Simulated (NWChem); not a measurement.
System: CH$_{6}$O$_{2}$Si$_{2}$; SMILES O1[SiH2]C[Si@H]1O

```xyz
11

O      0.1092    -2.1900    -0.5358
Si    -0.0401    -0.8567     0.4334
C     -1.3746     0.4406     0.0179
Si     0.1244     1.5850    -0.2014
O      1.1693     0.2990     0.1801
H      0.3067    -2.0393    -1.4712
H     -0.0500    -1.4112     1.8040
H     -2.0482     0.6880     0.8445
H     -1.9712     0.2438    -0.8781
H      0.2386     2.7068     0.7666
H      0.3628     2.1008    -1.5764
```
Atoms are numbered in this order, from 1.

Results from NWChem. Geometry: optimised at B3LYP/6-31G* (spherical d).

For level LC-wPBE (HJS exchange hole, range parameter 0.4 per bohr)/def2-SVP:

```yaml
highest occupied level (eV): -10.73
orbital gap (eV): 13.33
dipole (D): 2.10
```

Problem. How do the values read with level TPSS/def2-SVP instead?

Solution. 
- highest occupied level (eV): -6.80
- orbital gap (eV): 6.48
- dipole (D): 1.94
